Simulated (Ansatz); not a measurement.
`O[SiH](F)[SiH2][SiH3]` + `S[SiH2]Cl` → `O[SiH](F)S[SiH2]Cl` + `[SiH3][SiH3]`  (cleavage of the Si–Si bond)

Computed with Ansatz on PBE0-D4/def2-TZVP structures; ΔE is electronic, products minus reactants. CBS: MP2 limit from def2 TZ/QZ plus the TZ coupled-cluster correction, frozen cores. DFT in def2-TZVPP. One conformer a species, not always the lowest.

CCSD(T)/CBS gives -79.6 kJ/mol.

Problem. Another level gave -67.3 kJ/mol. Which?
A. MP2/def2-TZVPP
B. ωB97M-V/def2-TZVPP
C. PBE-D4/def2-TZVPP
D. r2SCAN-D4/def2-TZVPP

Solution. C. PBE-D4 -67.3, ωB97M-V -83.1, r2SCAN-D4 -78.1, MP2/def2-TZVPP -87.4 kJ/mol.

Largest T1 diagnostic among the species: 0.013.

The D4 term adds −6.7 kJ/mol with B3LYP and −3.4 kJ/mol with PBE0; it sums over pairs of atoms, weighted by their polarisabilities, and B3LYP, whose exchange is more repulsive, gets the larger term. From PBE to PBE0 (25 % exact exchange), in def2-TZVPP and without D4, ΔE moves by −6.0 kJ/mol.

B3LYP here is the variant with VWN-RPA as its local correlation; programs differ in this.
